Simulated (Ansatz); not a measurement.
A single point on CH3FIOSi (`CO[Si](F)I`) radical.

```yaml
crystal:
  periodic: [false, false, false]
  atoms:
    - {symbol: C, position_ang: [-0.504521, -0.599899, 0.850622]}
    - {symbol: O, position_ang: [0.743225, 0.018074, 0.574417]}
    - {symbol: Si, position_ang: [1.269213, 0.613555, -0.831114]}
    - {symbol: F, position_ang: [1.009248, -0.461620, -1.985858]}
    - {symbol: I, position_ang: [0.049278, 2.652672, -1.466257]}
    - {symbol: H, position_ang: [-0.466523, -0.983655, 1.869732]}
    - {symbol: H, position_ang: [-0.693073, -1.426224, 0.161226]}
    - {symbol: H, position_ang: [-1.314747, 0.129996, 0.771532]}
basis:
  gaussian: {orbitals: def2-QZVPP}
magnetization: {spin_polarized: true, initial_magnetization: 1}
correlation: {method: mp2}
scf: {omitted_lower_state_checks: [cluster_reference]}
```

```sh
$ ansatz run in.yaml --threads 2 --pin off --events-out ev --progress --plain --max-ram 32768MiB --backend cuda --devices 0, --max-vram 18GiB
```

Shortened log:

```
Functional definition: HF
2515 factors; integrals over basis functions are off by at most 9.5e-4 eV
mean field evaluation 1: about -21758.3052 eV, gradient 3.0e1 eV
mean field evaluation 2: about -21758.3089 eV, gradient 3.0e1 eV
mean field evaluation 4: about -21762.1660 eV, gradient 3.1e0 eV
mean field evaluation 8: about -21762.3014 eV, gradient 2.2e-1 eV
mean field -21762.30270777 eV, -799.7498734921 hartree, gradient 1.5e-6 eV, S^2 0.759527; 0 other end points of the search recorded, 0 dependent functions left out
12 core orbitals not correlated: weight in the atoms' cores, before any rotation towards them, 1.000 or more for the frozen orbitals, at most 0.000 for the correlated occupied ones
reference -21762.30270777 eV, -799.7498734921 hartree; 21, 20 occupied and 380, 381 virtual orbitals, 2515 factors
second order -40.22541130 eV of doubles, -0.00000000 eV of singles
Total energy: -21802.52811907 eV, -801.2281300916 hartree
Checks for a lower state left out: cluster_reference
```

Hardware: 2 threads of an AMD EPYC 7R13 on a shared host and a share of an NVIDIA H100 80 GB. Wall time 7.5 s, peak host memory 0.97 GiB.
